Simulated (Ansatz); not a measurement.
Gas-phase electronic energies from Ansatz, PBE0-D4/def2-TZVP geometries. CBS: MP2 limit from def2 TZ/QZ plus the TZ coupled-cluster correction, frozen cores. This one scheme is used for every species. DFT in def2-TZVPP. B3LYP here is the variant with VWN-RPA as its local correlation; programs differ in this. HSE06 is defined as in plane-wave codes. def2 core potentials past Kr. For I outer-core shells are correlated without core-valence functions, which leaves a few kJ/mol of doubt a bond. Each species was taken in one conformer, which may not be the lowest.

Consider the ligand exchange at the Al–S bond: `C[S][Al]([F])[F]` + HI → `[F][Al]([F])[I]` + CH₃SH.

(1) Is it downhill or uphill in electronic energy at CCSD(T)/CBS, and by how much? (Estimate.)

(2) What do these levels give: BLYP-D4, HSE06-D4, BHLYP-D4, ωB97X-V, PBE-QIDH, BLYP, B3LYP, HSE06, BHLYP, CCSD/def2-SVP, CCSD/def2-TZVPP, CCSD(T)/def2-TZVPP? (An estimate is asked.)

(3) What do rigid-rotor, harmonic-oscillator terms from PBE0-D4/def2-TZVP frequencies (298.15 K, 1 bar) make of the CCSD(T)/CBS value? (Estimate.)

Largest T1 diagnostic among the species: 0.012.

Answers

(1) The calculation gave: Downhill: ΔE = -41.3 kJ/mol.

(2) The calculation gave: BLYP-D4 -31.2, HSE06-D4 -38.1, BHLYP-D4 -40.8, ωB97X-V -38.4, PBE-QIDH -42.4, BLYP -34.7, B3LYP -37.8, HSE06 -39.5, BHLYP -41.8, CCSD/def2-SVP -38.0, CCSD/def2-TZVPP -39.4, CCSD(T)/def2-TZVPP -37.6 kJ/mol.

(3) The calculation gave: ΔZPE = +5.9 kJ/mol, ΔH = -37.9 kJ/mol, ΔS = 4 J/(mol·K), ΔG = -39.2 kJ/mol. Modes under 50 cm⁻¹ make the entropy rough.

Leaving LDA and LC-ωPBE aside and taking each functional with its dispersion term where it has one, the values spread over 11.2 kJ/mol, from PBE-QIDH to BLYP-D4. LDA lies +4.5 kJ/mol from PBE without D4. In def2-TZVPP, CCSD(T) changes the Hartree–Fock value by +12.0 kJ/mol (the triples alone add +1.8 kJ/mol) and MP2 by +7.0 kJ/mol.
